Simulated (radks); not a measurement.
Task: Radial electron density D(r) = 4 pi r^2 rho(r) of an atom or ion with 62 electrons. Method: scalar-relativistic Kohn-Sham, r2SCAN, spin-unpolarised, spherical densities, finite nucleus; meta-GGA in the generalised Kohn-Sham scheme; Fermi nuclear charge, rms radius of each element as measured or else 0.836 A^(1/3) + 0.57 fm; computed with a radial shooting solver on a logarithmic mesh with Libxc functionals.

```
   r/bohr * D(r) (the largest magnitude, 109, reaches the edge; | marks zero)
 0.003386 |           *
 0.003973 |              *
 0.004625 |                 *
 0.005428 |                    *
  0.00637 |                        *
 0.007475 |                             *
 0.008772 |                                *
  0.01029 |                                    *
  0.01208 |                                       *
  0.01406 |                                        *
   0.0165 |                                        *
  0.01937 |                                        *
  0.02273 |                                      *
  0.02667 |                                    *
   0.0313 |                                    *
  0.03673 |                                     *
  0.04276 |                                         *
  0.05018 |                                              *
  0.05888 |                                                    *
   0.0691 |                                                      *
  0.08109 |                                                    *
  0.09516 |                                               *
   0.1117 |                                          *
     0.13 |                                        *
   0.1526 |                                          *
    0.179 |                                              *
   0.2101 |                                               *
   0.2465 |                                        *
   0.2893 |                             *
   0.3395 |                    *
   0.3953 |                  *
   0.4638 |                    *
   0.5443 |                      *
   0.6388 |                    *
   0.7496 |              *
   0.8797 |         *
    1.032 |      *
    1.202 |     *
     1.41 |    *
    1.655 |   *
    1.942 | *
    2.279 |*
    2.675 |*
    3.139 *
    3.654 *
    4.288 *
    5.032 *
    5.905 *
    6.929 *
    8.132 *
    9.543 *
    11.11 *
    13.04 *
```

What is the nuclear charge?

Result: Z = 62. The innermost maximum, from 1s, lies near gamma/Z bohr with gamma = sqrt(1 - (Z/c)^2) = 0.892, here 0.0144 bohr (found: 0.0157), and its height grows with Z. The density is that of neutral samarium in [Xe] 4f6 6s2; the configuration itself is not fixed sharply by these data, and Z only to a few units. D(r) has 4 maxima, at r = 0.0157, 0.0702, 0.197, 0.544 bohr, and minima at 0.0303, 0.129, 0.389 bohr, inside which lie 1.95, 11.14, 29.16 electrons.
